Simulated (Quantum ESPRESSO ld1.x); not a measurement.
Question: These are the eigenvalues of the occupied orbitals of an atom or ion with whole-number occupations (hartree). All-electron calculation, Dirac Kohn-Sham, PBE, spin-unpolarised, spherical densities, point nucleus. Program: ld1.x of Quantum ESPRESSO 7.5.

orbital  eigenvalue
1s1/2      -1595.42
2s1/2      -259.534
2p1/2      -245.610
2p3/2      -226.502
3s1/2      -57.8659
3p1/2      -51.9253
3p3/2      -48.1119
3d3/2      -37.7729
3d5/2      -36.9492
4s1/2      -13.0306
4p1/2      -10.7825
4p3/2      -9.94400
4d3/2      -6.24268
4d5/2      -6.09246
5s1/2      -3.04832
5p1/2      -2.39452
5p3/2      -2.25619
4f5/2      -1.83824
4f7/2      -1.81929

Which element is it, and in what charge state? The configuration may be excited. Open shells, if any, are shared by 2j + 1.

Answer: Z = 60, neodymium, charge +4: Nd4+ in [Xe] 4f2. The list shows which subshells hold electrons but not how many an open one holds; the 1s level, -1595.4 hartree, gives Z - s = 56.5 by -(Z - s)^2/2, which with screening and relativity narrows Z to a few neighbours, and the depths of the outer levels then fix element, charge and occupations together.
